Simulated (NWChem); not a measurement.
# CH₄SSeTe; SMILES [Te](SC)[SeH]

```xyz
8

Te     0.8518     0.2689    -0.0548
S     -0.7227     1.9352     0.6549
C     -1.6625     2.3102    -0.8520
H     -1.0101     2.6626    -1.6624
H     -2.3618     3.1149    -0.5774
H     -2.2419     1.4369    -1.1829
Se    -0.4759    -1.8874     0.0656
H     -0.9595    -1.8506    -1.3264
```
Atoms are numbered in this order, from 1.

Computed with NWChem. All runs use the structure optimised with PBE0/def2-SVP (def2 core potentials past Kr). Not confirmed as a minimum by frequencies.

Problem. What does the run give for TPSS/3-21G, non-relativistic? Quantities: highest occupied level (eV); orbital gap (eV); dipole (D).

Solution. The highest occupied level (eV) comes out as -5.73. The orbital gap (eV) comes out as 3.11 and the dipole (D) is 2.63.
